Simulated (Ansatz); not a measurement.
MnHg₇Te₇Br₂. The state is a sextet with charge 0. Geometry r2SCAN-D4/def2-SVP.

```
atom    x (Å)    y (Å)    z (Å)
 Br1   4.4701   0.6340   2.6837
 Br2  -3.5506   1.3781   1.8520
 Hg3  -2.3683  -2.0388  -2.3555
 Hg4   3.8599  -1.5388   1.5793
 Hg5  -2.7455  -1.3338   0.9312
 Hg6  -0.7041   1.6153   1.8903
 Hg7   0.2502   0.8879  -2.2078
 Hg8  -3.4603   1.0813  -1.2797
 Hg9   2.3733   2.1691   0.6689
Mn10   1.3719  -1.7117  -0.5934
Te11   0.1536  -1.9812  -3.1364
Te12  -4.7168  -1.4315  -1.0700
Te13   2.9769  -3.6626   0.3129
Te14   0.9235   3.7438   2.2859
Te15  -1.5849   2.8746  -1.8642
Te16   2.9406   0.5340  -1.4299
Te17  -0.1895  -1.2199   1.7326
```

In the def2 sets Hg, Te take a core potential; there is no spin–orbit coupling. B3LYP takes the VWN-RPA correlation. Single mean-field runs in def2-SVP, def2-mTZVP are fitted with def2-universal-jkfit.

Estimate the α-spin orbital energies around the gap (eV) in Ansatz with PBE-D4/def2-SVP, r2SCAN-D4/def2-SVP, r2SCAN-D4/def2-mTZVP, B3LYP-D4/def2-SVP, PBE0-D4/def2-SVP.


```csv
orbital,PBE-D4/def2-SVP,r2SCAN-D4/def2-SVP,r2SCAN-D4/def2-mTZVP,B3LYP-D4/def2-SVP,PBE0-D4/def2-SVP
HOMO−9,-6.60,-6.94,-6.89,-7.30,-7.61
HOMO−8,-6.43,-6.74,-6.70,-7.07,-7.37
HOMO−7,-6.19,-6.53,-6.48,-6.91,-7.21
HOMO−6,-6.10,-6.43,-6.37,-6.83,-7.14
HOMO−5,-5.96,-6.34,-6.28,-6.75,-7.05
HOMO−4,-5.74,-6.13,-6.07,-6.58,-6.90
HOMO−3,-5.67,-6.00,-5.93,-6.42,-6.71
HOMO−2,-5.25,-5.59,-5.55,-6.01,-6.30
HOMO−1,-5.14,-5.43,-5.38,-5.88,-6.15
HOMO,-4.96,-5.20,-5.20,-5.61,-5.85
LUMO,-3.86,-3.94,-3.88,-3.43,-3.36
LUMO+1,-3.74,-3.78,-3.71,-3.34,-3.23
LUMO+2,-3.68,-3.73,-3.66,-3.23,-3.13
LUMO+3,-3.33,-3.37,-3.28,-2.88,-2.78
LUMO+4,-3.12,-3.15,-3.08,-2.66,-2.55
LUMO+5,-2.85,-2.82,-2.75,-2.33,-2.24
β HOMO,-5.11,-5.37,-5.33,-5.75,-5.99
β LUMO,-4.08,-4.07,-4.01,-3.58,-3.47
```
